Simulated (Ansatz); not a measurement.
Level of theory: frozen-core CCSD(T)/cc-pVQZ // B3LYP-D3(BJ)/def2-TZVP in Ansatz (a first-principles code). The restricted HF reference is unstable towards unrestricted orbitals.

Ansatz 0.2 input:
```yaml
crystal:
  periodic: [false, false, false]
  atoms:
    - { symbol: C, position_ang: [-1.206629, -0.453237, -0.127769] }
    - { symbol: C, position_ang: [-0.055509, 0.295959, 0.476086] }
    - { symbol: Si, position_ang: [1.54384, 0.395113, -0.117351] }
    - { symbol: H, position_ang: [-1.601243, -1.20114, 0.567816] }
    - { symbol: H, position_ang: [-0.926499, -0.972175, -1.04624] }
    - { symbol: H, position_ang: [-2.035701, 0.220479, -0.367945] }
    - { symbol: H, position_ang: [-0.27429, 0.833075, 1.395141] }
    - { symbol: H, position_ang: [1.968057, -0.287579, -1.353705] }
    - { symbol: H, position_ang: [2.587974, 1.169506, 0.573967] }
basis:
  gaussian: { orbitals: cc-pVQZ }
correlation:
  method: ccsd_t
```

Output:

```
Functional definition: HF
2014 factors; integrals over basis functions are off by at most 9.9e-4 eV
mean field evaluation 1: about -10013.9194 eV, gradient 3.6e1 eV
mean field evaluation 2: about -10013.9207 eV, gradient 3.6e1 eV
mean field evaluation 4: about -10017.6019 eV, gradient 3.8e0 eV
mean field evaluation 8: about -10017.6776 eV, gradient 1.7e-1 eV
mean field evaluation 16: about -10017.6713 eV, gradient 9.8e-1 eV
mean field -10017.67787355 eV, -368.1428716269 hartree, gradient 8.3e-6 eV, S^2 0.000000; 0 other end points of the search recorded, 0 dependent functions left out; unrestricted orbitals would lower it
7 core orbitals not correlated
reference -10017.67787355 eV, -368.1428716269 hartree; 9, 9 occupied and 333, 333 virtual orbitals, 2014 factors
second order -13.63350111 eV of doubles, -0.00000000 eV of singles
cycle   1  -14.04827834 eV  change   -4.1e-1 eV  update   8.6e-2
cycle   2  -14.45486684 eV  change   -4.1e-1 eV  update   2.9e-2
cycle   3  -14.53642445 eV  change   -8.2e-2 eV  update   1.3e-2
cycle   4  -14.53151556 eV  change    4.9e-3 eV  update   3.7e-3
cycle   5  -14.53179150 eV  change   -2.8e-4 eV  update   1.2e-3
cycle   6  -14.53184494 eV  change   -5.3e-5 eV  update   4.1e-4
cycle   7  -14.53177913 eV  change    6.6e-5 eV  update   1.7e-4
cycle   8  -14.53181392 eV  change   -3.5e-5 eV  update   6.7e-5
cycle   9  -14.53182887 eV  change   -1.5e-5 eV  update   2.5e-5
cycle  10  -14.53181126 eV  change    1.8e-5 eV  update   7.5e-6
perturbative correction -0.66157157 eV, -0.0243123069 hartree
Total energy: -10032.87125638 eV, -368.7012181476 hartree
```

Cost: very roughly 50 core-minutes.
